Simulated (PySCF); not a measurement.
## Exercise with solution: oscillator strength and radiative lifetime

C4H10BN, SMILES CC1CB(N)C1.

Geometry: B3LYP-D3(BJ)/def2-SVP. The structure was generated by enumeration, and PubChem lists no compound with its InChIKey, so it may never have been made. The values are those of a single conformer.

TDA-LC-ωPBE/def2-SVPD (PySCF) puts the first singlet state with f over 0.02 at 7.80 eV (vertical), with the transition dipole (-0.237, -0.263, 0.000) in atomic units.

Question: Find the oscillator strength, the wavelength and the radiative lifetime that this transition would have in vacuum if emission retraced absorption.

Answer: 
|μ|² = 0.1253 au, so |μ| = 0.90 D. ΔE = 7.80/27.211 = 0.2866 hartree. f = (2/3) ΔE |μ|² = 0.024 (the program prints 0.024).
λ = 1239.84/7.80 = 159 nm; ν = 62911 cm⁻¹.
Einstein's coefficient A = 0.6670 ν² f s⁻¹ (ν in cm⁻¹) = 6.3e7 s⁻¹, so τ = 1/A = 16 ns. This state is S2; the lower singlet has f = 0.002. The figure is the radiative limit of this one transition; relaxation, internal conversion, crossing to triplets and a medium change what is measured.
